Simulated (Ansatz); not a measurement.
Calculated with Ansatz (gas phase, PBE0-D4/def2-TZVP geometries, no zero-point term in ΔE). CCSD(T)/CBS is the MP2 limit (def2-TZVPP, def2-QZVPP) plus CCSD(T) − MP2 in def2-TZVPP, frozen cores. Functionals use def2-TZVPP. B3LYP here is the variant with VWN-RPA as its local correlation; programs differ in this. One conformer a species, not always the lowest.

Reaction (formal exchange of groups at a B–N bond): `BN(C)BC` + `CCC(C)F` → `BC(F)CC` + `CBN(C)C`

| level | ΔE (kcal/mol) |
| --- | --- |
| B3LYP-D4 | 36.5 |
| ωB97M-V | 37.4 |
| B2PLYP | 37.5 |
| r2SCAN | 37.2 |
| SCS-MP2/def2-TZVPP | 38.2 |
| CCSD(T)/def2-TZVPP | 37.7 |
| MP2/CBS(def2) | 38.9 |
| CCSD/CBS(def2) | 38.0 |

(1) What does CCSD(T)/CBS give? (An estimate is asked.)

Largest T1 diagnostic among the species: 0.012.

Answers

(1) Ansatz gave: +37.9 kcal/mol. The listed levels differ from it by -1.4, -0.5, -0.4, -0.7, 0.3, -0.2, 1.0, 0.1 kcal/mol.

From PBE to PBE0 (25 % exact exchange), in def2-TZVPP and without D4, ΔE moves by +1.2 kcal/mol.
